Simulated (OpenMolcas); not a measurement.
Fe2+ (d6) in a complex was computed by CASSCF with the d shell active (OpenMolcas, ANO-RCC-VTZP on the metal). Its lowest spin-free states, and all those of the highest spin:

| 2S+1 | Degeneracy | E (cm-1) |
| --- | --- | --- |
| 5 | 2 | 0.0 |
| 5 | 3 | 1981 |
| 3 | 3 | 20930 |
| 3 | 2 | 21824 |
| 3 | 3 | 22814 |
| 3 | 3 | 23010 |
| 3 | 3 | 24795 |
| 3 | 1 | 25139 |
| 3 | 3 | 25859 |
| 3 | 1 | 27173 |
| 3 | 3 | 27549 |
| 3 | 2 | 28050 |

Problem. Is the site octahedral, tetrahedral or cube-like, axial, or of lower symmetry?

Solution. The states with 2S+1 = 5 have orbital degeneracies 2, 3. Threefold states need a cubic site. For d6 at this spin an octahedron puts the threefold T2 below the twofold E and a tetrahedron or cube puts the twofold E below the threefold T2, so the site is a tetrahedron or a cube, which this pattern cannot tell apart. The first gap at this spin, 1980 cm-1, is |10Dq| in ligand-field theory. The run had Fe2+ with 4 ligands (chloride) in tetrahedral coordination (Td) at 2.4 Å. A charge of +0.5 e stands 2.8 Å behind each ligand. Ligand basis ANO-RCC-VDZP.

An orbital doublet at a regular site is open to a Jahn-Teller distortion, which this geometry leaves out. Without dynamic correlation the repulsion within the d shell is too large (B by tens of per cent), so at a given field states of lower spin stand too high. Ligand-to-metal charge-transfer states are missing. With no ligand orbital active B as a rule stays too high, so bands that hang on it stand too high and its fall with covalency is understated. With metal d orbitals alone and no dynamic correlation the field as a rule comes out too small, by tens of per cent, by up to half for chloride and softer ligands, and the orbital part of g and χT, which goes as 1/10Dq, too large. No measured value stands beside these numbers; the geometry is a model, was not optimised and need not be the one that this ion takes.
